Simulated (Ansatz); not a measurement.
`[NH]=[Ta]([NH2])([OH])[OH]` + `[NH2][W](=[O])(=[O])[F]` → `[NH]=[Ta]([NH2])([NH2])[OH]` + `[O]=[W](=[O])([OH])[F]`  (redistribution)

Isolated molecules relaxed with PBE0-D4/def2-TZVP in Ansatz; ΔE leaves out vibrations. CBS: MP2 limit from def2 TZ/QZ plus the TZ coupled-cluster correction, frozen cores. Functionals use def2-TZVPP. def2 core potentials past Kr. For Ta, W outer-core shells are correlated without core-valence functions, which leaves a few kJ/mol of doubt a bond. One conformer a species, not always the lowest.

(1) Is it downhill or uphill in electronic energy at CCSD(T)/CBS, and by how much? (Best estimate.)

(2) What do these levels give: PBE-QIDH, revPBE, BLYP, r2SCAN, PBE0, MP2/CBS(def2)? (An estimate is asked.)

(3) What do rigid-rotor, harmonic-oscillator terms from PBE0-D4/def2-TZVP frequencies (298.15 K, 1 bar) make of the CCSD(T)/CBS value? (Estimate.)

Largest T1 diagnostic among the species: 0.023, so the coupled-cluster value is less sure than usual.

## Answers

(1) The calculation gave: Uphill: ΔE = +0.37 eV.

(2) Computed: PBE-QIDH 0.37, revPBE 0.35, BLYP 0.36, r2SCAN 0.36, PBE0 0.37, MP2/CBS(def2) 0.35 eV.

(3) Computed: ΔZPE = -0.02 eV, ΔH = +0.35 eV, ΔS = 6 J/(mol·K), ΔG = +0.33 eV.

Leaving LDA and LC-ωPBE aside and taking each functional with its dispersion term where it has one, the values, not all of them listed here, spread over 0.04 eV, from B97M-V to BHLYP-D4.
